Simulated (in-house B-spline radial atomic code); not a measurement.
A radial electron density 4πr²n(r) was computed for an atom or ion in its tabulated ground configuration with an all-electron radial atomic-structure program (B-spline basis); method: non-relativistic Hartree-Fock, average of configuration. Columns: r (bohr), 4πr²n(r) (electrons per bohr), bar.

```
 0.00142    1.422 #
 0.00172    2.031 #
 0.00209    2.901 ##
 0.00254    4.115 ###
 0.00308    5.764 ####
 0.00374     8.01 #####
 0.00454    10.98 #######
 0.00551    14.83 #########
 0.00668    19.63 ############
 0.00811    25.46 ################
 0.00984    32.11 ####################
  0.0119    39.11 ########################
  0.0145    46.15 #############################
  0.0176    51.88 ################################
  0.0214    55.42 ##################################
  0.0259    56.01 ###################################
  0.0315    53.86 #################################
  0.0382    50.45 ###############################
  0.0463    48.36 ##############################
  0.0562    50.23 ###############################
  0.0682    56.85 ###################################
  0.0828    65.57 #########################################
     0.1    70.77 ############################################
   0.122    67.96 ##########################################
   0.148    58.04 ####################################
    0.18    48.38 ##############################
   0.218    46.95 #############################
   0.265    52.89 #################################
   0.321    56.16 ###################################
    0.39    48.33 ##############################
   0.473    32.29 ####################
   0.574    18.57 ############
   0.697    13.41 ########
   0.845    13.18 ########
    1.03    11.45 #######
    1.25    7.121 ####
    1.51    3.072 ##
    1.83   0.8606 #
    2.23   0.1436 
     2.7  0.01524 
    3.28 0.0008746 
    3.98  2.6e-05
```

Q: Which atom or ion is it?
A. Pd8+
B. Rh8+
C. Rh9+
D. Ru8+

A: B. The area under the curve, ∫4πr²n dr = ∫r·4πr²n d(ln r) on this logarithmic grid, is 37 electrons, which only this option has. The configuration is [Kr] 4d1.
